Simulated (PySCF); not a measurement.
Atomic charges by several schemes

Compound: C₉H₁₄Ge.
Structure used (PBE0-D3(BJ)/def2-SVP), in Å, numbered top down from 1:
```
atom  x, y, z in Å
C1    -2.1894    1.4880    0.4975
Ge2   -1.2779   -0.1593   -0.0277
C3    -1.7444   -1.6098    1.1992
C4    -1.7903   -0.6598   -1.8478
C5     0.6579    0.1188    0.0303
C6     1.2167    1.3442    0.4162
C7     2.5998    1.5254    0.4532
C8     3.4503    0.4786    0.1026
C9     2.9122   -0.7487   -0.2846
C10    1.5297   -0.9229   -0.3191
H11   -1.9162    1.7795    1.5227
H12   -1.9319    2.3147   -0.1813
H13   -3.2794    1.3425    0.4624
H14   -1.2099   -2.5320    0.9260
H15   -2.8250   -1.8154    1.1672
H16   -1.4676   -1.3457    2.2305
H17   -2.8746   -0.8362   -1.9117
H18   -1.2723   -1.5800   -2.1570
H19   -1.5233    0.1383   -2.5562
H20    0.5652    2.1776    0.6946
H21    3.0155    2.4895    0.7574
H22    4.5339    0.6183    0.1308
H23    3.5739   -1.5736   -0.5612
H24    1.1269   -1.8936   -0.6263
```

Density: PBE0/pcSseg-1 (PySCF); schemes: Mulliken, IAO, Hirshfeld and ESP-fitted. Isolated species at its PBE0-D3(BJ)/def2-SVP geometry, gas phase. The calculation is non-relativistic, for germanium too.

Problem. Atoms with like bonding are taken together and averaged. At which atom do the 4 schemes differ most?

Solution. At Ge2: from +0.416 (Hirshfeld) to +1.004 e (ESP-fitted), 0.588 e apart.

Problem. Do the Mulliken, IAO, Hirshfeld and ESP-fitted schemes agree on where the charge is lowest?

Solution. All schemes agree: Mulliken C1/C3/C4 (-0.540); IAO C1/C3/C4 (-0.682); Hirshfeld C1/C3/C4 (-0.210); ESP-fitted C1/C3/C4 (-0.727).

Problem. Which atoms carry the highest charge in the Mulliken, IAO, Hirshfeld and ESP-fitted schemes?

Solution. All schemes agree: Mulliken Ge2 (+0.818); IAO Ge2 (+0.967); Hirshfeld Ge2 (+0.416); ESP-fitted Ge2 (+1.004).

Problem. Tabulate the Mulliken, IAO, Hirshfeld and ESP-fitted charges.

Solution. In e; atoms taken as equivalent share a row and are averaged (×n: the atom named and its like, n in all):

```
    atom                    environment  Mulliken     IAO  Hirshfeld  ESP-fitted
C1/C3/C4  sp3 carbon bound to germanium    -0.540  -0.682     -0.210      -0.727
     Ge2        germanium bonded to 4 C    +0.818  +0.967     +0.416      +1.004
      C5    substituted aromatic carbon    -0.473  -0.243     -0.092      -0.198
  C6/C10             aromatic CH carbon    -0.072  -0.142     -0.053      -0.155
   C7/C9             aromatic CH carbon    -0.078  -0.150     -0.051      -0.113
      C8             aromatic CH carbon    -0.089  -0.149     -0.049      -0.156
H11 (×9)                methyl hydrogen    +0.136  +0.148     +0.037      +0.157
 H20/H24              aromatic hydrogen    +0.080  +0.138     +0.043      +0.127
 H21/H23              aromatic hydrogen    +0.092  +0.149     +0.049      +0.130
     H22              aromatic hydrogen    +0.096  +0.150     +0.050      +0.139
```

Mean size of the charges over all atoms: ESP-fitted 0.256 e, IAO 0.252 e, Mulliken 0.207 e, Hirshfeld 0.082 e. Each set sums to the total charge, 0, to within 0.001 e. The IAO scheme counts the electrons in orthogonalised intrinsic atomic orbitals, a minimal basis polarised so that it spans the occupied orbitals exactly.

Some averages cover members that differ in this geometry: C6/C10, ESP-fitted -0.173 to -0.137; C6/C10, Mulliken -0.086 to -0.058 e.

Problem. Sum the charges by element, for elements with more than one atom.

Solution. 
| element | atoms | Mulliken | IAO | Hirshfeld | ESP-fitted |
| --- | --- | --- | --- | --- | --- |
| C | 9 | -2.483 | -3.024 | -0.979 | -3.072 |
| H | 14 | +1.665 | +2.057 | +0.563 | +2.067 |

Problem. How many electrons does the ESP-fitted scheme count on C3?

Solution. Its own charge is -0.716 e, so Z − q = 6.716.

The run behind these numbers computed NMR shieldings as well. The run took 68 s of wall time on an Arm Neoverse V2 with one thread, no GPU (shared host).
